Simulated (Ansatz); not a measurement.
def2 core potentials replace the inner electrons of Sn.

Method: frozen-core CCSD(T)/def2-TZVPP // PBE0-D3(BJ)/def2-SVP (Ansatz, a program for electronic structure).

Ansatz 0.2 input:
```yaml
crystal:
  periodic: [false, false, false]
  atoms:
    - { symbol: C, position_ang: [-1.552249, 0.144337, 0.632595] }
    - { symbol: C, position_ang: [-0.645193, 0.567039, -0.259315] }
    - { symbol: Sn, position_ang: [1.367385, -0.420862, -0.360987] }
    - { symbol: Cl, position_ang: [2.125042, -0.374849, -2.513196] }
    - { symbol: Cl, position_ang: [2.129488, 1.284606, 1.017561] }
    - { symbol: Cl, position_ang: [1.273457, -2.457504, 0.675596] }
    - { symbol: H, position_ang: [-1.300997, -0.329516, 1.59227] }
    - { symbol: H, position_ang: [-2.62654, 0.209409, 0.384937] }
    - { symbol: H, position_ang: [-0.763297, 1.347797, -1.025907] }
basis:
  gaussian: { orbitals: def2-TZVPP }
correlation:
  method: ccsd_t
total_charge: 1
magnetization:
  spin_polarized: true
  initial_magnetization: 1
```

Output:

```
Functional definition: HF
1827 factors; integrals over basis functions are off by at most 9.0e-4 eV
mean field evaluation 1: about -45417.0532 eV, gradient 2.3e1 eV
mean field evaluation 2: about -45417.0637 eV, gradient 2.3e1 eV
mean field evaluation 4: about -45420.5344 eV, gradient 3.5e0 eV
mean field evaluation 8: about -45420.8328 eV, gradient 5.3e-1 eV
mean field evaluation 16: about -45420.8624 eV, gradient 2.2e-6 eV
mean field evaluation 32: about -45418.3900 eV, gradient 4.3e0 eV
mean field evaluation 64: about -45417.7505 eV, gradient 4.8e0 eV
mean field evaluation 96: about -45417.1306 eV, gradient 3.2e0 eV
mean field evaluation 128: about -45418.3428 eV, gradient 2.5e-1 eV
mean field -45420.86240589 eV, -1669.1859060501 hartree, gradient 2.2e-6 eV, S^2 0.792490; 2 other end points of the search recorded, 0 dependent functions left out
determinant -45420.86240589 eV, -1669.1859060501 hartree, with singles and doubles -45453.88388389 eV, -1670.3994229839 hartree
determinant -45418.34386432 eV, -1669.0933513547 hartree, with singles and doubles -45451.74225866 eV, -1670.3207197083 hartree
21 core orbitals not correlated
reference -45420.86240589 eV, -1669.1859060501 hartree; 23, 22 occupied and 236, 237 virtual orbitals, 1827 factors
second order -31.12953467 eV of doubles, -0.00000000 eV of singles
cycle   1  -32.80528966 eV  change    -1.3e0 eV  update   3.0e-2
cycle   2  -32.86257849 eV  change   -5.7e-2 eV  update   1.2e-2
cycle   3  -32.86756232 eV  change   -5.0e-3 eV  update   9.0e-3
cycle   4  -32.88025543 eV  change   -1.3e-2 eV  update   7.0e-3
cycle   5  -32.89072539 eV  change   -1.0e-2 eV  update   4.2e-3
cycle   6  -32.89393367 eV  change   -3.2e-3 eV  update   1.9e-3
cycle   7  -32.89458856 eV  change   -6.5e-4 eV  update   8.3e-4
cycle   8  -32.89497984 eV  change   -3.9e-4 eV  update   4.9e-4
cycle   9  -32.89489518 eV  change    8.5e-5 eV  update   2.8e-4
cycle  10  -32.89464584 eV  change    2.5e-4 eV  update   1.4e-4
cycle  11  -32.89464490 eV  change    9.4e-7 eV  update   8.2e-5
cycle  12  -32.89465527 eV  change   -1.0e-5 eV  update   4.2e-5
perturbative correction -1.44036264 eV, -0.0529323507 hartree
Total energy: -45455.19742380 eV, -1670.4476946852 hartree
```

Cost: roughly 3 core-hours.
